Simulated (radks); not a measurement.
Values are calculated unless marked as measured or tabulated.
Neutral helium, [He]. Code: a radial shooting solver on a logarithmic mesh with Libxc functionals. Model: non-relativistic Kohn-Sham, exchange-only B88, spin-polarised, spherical densities, point nucleus. Every spin shell is full or empty, so the densities are truly spherical. Functionals are evaluated on that one density, not self-consistently. Rank these exchange functionals by their error against the exact value of the orbitals, and give that value: LDA, PBE, PBEsol, revPBE, PW91, OPTX, WC, AM05, SOGGA, APBE, TPSS, revTPSS, SCAN, r2SCAN, Tao-Mo.

Answer. Exact: -1.01216 hartree. From best to worst, with 100 (|E| - |E exact|)/|E exact| (equal figures are ties): OPTX +0.41, PW91 -0.43, revTPSS +0.62, TPSS +0.70, r2SCAN +0.72, SCAN +0.72, revPBE +0.74, PBE -0.74, APBE +0.90, Tao-Mo +0.96, WC -2.88, PBEsol -5.29, SOGGA -5.50, AM05 -10.33, LDA -13.60.
